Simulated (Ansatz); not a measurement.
Molecule: sum formula SnH3Cl, charge 0, multiplicity 1. 
Geometry from a B3LYP-D3(BJ)/def2-TZVP (Ansatz, a quantum-chemistry and plane-wave program) optimisation:
```
Sn
H 1 1.7045
H 1 1.7045 2 112.69
H 1 1.7045 2 112.69 3 128.90
Cl 1 2.3564 2 106.02 3 -115.55
```

Total electronic energies in hartree. Cores are frozen in the correlated levels unless marked. Spin-orbit coupling is left out. The frozen core is the preceding noble-gas configuration, with the filled d and f shells of earlier blocks. Past Kr the def2 sets carry scalar-relativistic core potentials. STO-3G rows are all-electron and non-relativistic. CBS marks a two-point X^-3 extrapolation of the correlation energy; Hartree-Fock from the larger set.

```csv
level,program,energy (Eh)
HF/def2-QZVPP,Ansatz,-674.65142
PBE-D4/def2-TZVPD,Ansatz + dftd4,-676.13893
BLYP-D3(BJ)/def2-TZVPD,Ansatz + dftd3,?
PBE0-D3(BJ)/def2-TZVPD,Ansatz + dftd3,-676.19031
PBE0/def2-TZVP,Ansatz,?
PBE-QIDH/def2-TZVPD,Ansatz,-675.82504
SCS-MP2/STO-3G,Ansatz,-6419.74021
CCSD(T)/def2-TZVPPD,Ansatz,-674.99299
"CCSD(T)/CBS(def2-TZVPPD,def2-QZVPPD)",Ansatz,-675.0530
```

Some entries are withheld; supply them.


- BLYP-D3(BJ)/def2-TZVPD, energy (Eh): -676.27857
- PBE0/def2-TZVP, energy (Eh): -676.18668
